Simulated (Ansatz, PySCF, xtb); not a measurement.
Reaction (SMILES): N[Si](N)(Br)Br + 4 [H][H] (H2) -> 2 Br (HBr) + 2 N (NH3) + [SiH4] (SiH4)
Each molecule is optimised on its own at B3LYP-D3(BJ)/def2-TZVP (Ansatz, a program for electronic structure), one conformer each, not searched for the lowest. Frequencies are from Ansatz or PySCF.

Wanted: energy of full hydrogenation (enthalpy at 298 K, with B3LYP-D3(BJ) rigid-rotor harmonic-oscillator terms), in eV. Cores are frozen in the correlated levels unless marked. Spin-orbit coupling is left out. The frozen core is the preceding noble-gas configuration, with the filled d and f shells of earlier blocks. No relativistic terms. CBS(X,Y): correlation extrapolated as X^-3; Hartree-Fock from the larger set. [CCSD(T)-MP2]/basis is that difference in the basis named.

```
level                                                                 program  energy of full hydrogenation (eV)
-------------------------------------------------------------  --------------  ---------------------------------
GFN1-xTB                                                                  xtb                                ___
HF-D4/def2-TZVPD                                                PySCF + dftd4                               2.85
PBE-D4/def2-TZVPD                                              Ansatz + dftd4                               2.78
revPBE-D4/def2-TZVPD                                           Ansatz + dftd4                               2.94
PBE0-D3(BJ)/def2-TZVP                                          Ansatz + dftd3                                ___
PBE0/def2-QZVPP                                                        Ansatz                               2.56
BHLYP-D3(BJ)/def2-TZVPD                                        Ansatz + dftd3                                ___
r2SCANh/def2-TZVPD                                                     Ansatz                               2.92
LC-wPBE/def2-TZVPD                                                     Ansatz                               2.58
wB97X/def2-TZVPD                                                       Ansatz                                ___
B2PLYP-D4/def2-TZVPD                                           Ansatz + dftd4                               2.86
B2PLYP/def2-TZVPD                                                      Ansatz                               2.70
RI-MP2/CBS(def2-TZVPPD,def2-QZVPPD)+[CCSD(T)-MP2]/def2-TZVPPD          Ansatz                               2.81
```

**Question.** Some entries are withheld; supply them.

**Answer.** 
- GFN1-xTB, energy of full hydrogenation (eV): 0.43
- PBE0-D3(BJ)/def2-TZVP, energy of full hydrogenation (eV): 2.82
- BHLYP-D3(BJ)/def2-TZVPD, energy of full hydrogenation (eV): 2.75
- wB97X/def2-TZVPD, energy of full hydrogenation (eV): 2.50
